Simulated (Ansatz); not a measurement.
One change: `CO[SiH](O)O[SiH3]` becomes `CO[SiH](O)O[SiH2]O`.

Ansatz, PBE0-D4/def2-TZVP geometries, multiplicity 1. Each molecule was computed in one conformer, which needn't be the lowest.

```tsv
property	`CO[SiH](O)O[SiH3]`
HOMO energy (ωB97M-V/def2-TZVPP) / eV	-10.95
HOMO energy (B3LYP/def2-TZVPP) / eV	-8.28
LUMO energy (PBE0/def2-TZVPP) / eV	0.32
LUMO energy (B3LYP/def2-TZVPP) / eV	0.08
size of the dipole moment (ωB97M-V/def2-TZVPP) / D	1.63
HOMO–LUMO gap (PBE/def2-TZVPP) / eV	6.37
```

Question: What does the change do to each property? (Best estimate.)

Answer: The calculation gave: 
| property | `CO[SiH](O)O[SiH2]O` | shift |
| --- | --- | --- |
| HOMO energy (ωB97M-V/def2-TZVPP) / eV | -10.69 | 0.26 |
| HOMO energy (B3LYP/def2-TZVPP) / eV | -8.17 | 0.11 |
| LUMO energy (PBE0/def2-TZVPP) / eV | 0.66 | 0.34 |
| LUMO energy (B3LYP/def2-TZVPP) / eV | 0.31 | 0.23 |
| size of the dipole moment (ωB97M-V/def2-TZVPP) / D | 2.98 | 1.35 |
| HOMO–LUMO gap (PBE/def2-TZVPP) / eV | 6.67 | 0.30 |

With PBE0 the HOMO rises by 0.16 eV and the LUMO rises by 0.34 eV, so the gap widens by about 0.18 eV. PBE moves the HOMO by 0.04 eV and ωB97M-V by 0.26 eV. Dipoles are sizes alone; their direction can turn.

B3LYP here is the variant with VWN-RPA as its local correlation; programs differ in this.
